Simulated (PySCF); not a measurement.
AsH4Si, SMILES [SiH3][AsH], multiplicity 2.

The structure is a stationary point at PBE0-D3(BJ)/def2-TZVP. The isomer is the one that the SMILES or the coordinates give; other isomers of the formula were not compared.

All values below come from CAM-B3LYP/def2-TZVPD in PySCF.

Computed frontier levels, dipole moment and polarisability:
- α spin, highest occupied and lowest empty level = -8.07 and 0.63 eV
- β spin, highest occupied and lowest empty level = -8.91 and -2.36 eV
- dipole moment = 0.35 D
- quadrupole, principal values (traceless, Buckingham form, about the centre of nuclear charge) = -1.62, 0.49, 1.13 D·Å
- mean static polarisability = 63.7 bohr³ (9.44 Å³)
- polarisability, principal values = 53.3, 57.3, 80.5 bohr³
- ⟨S²⟩ = 0.754 (pure state 0.75)
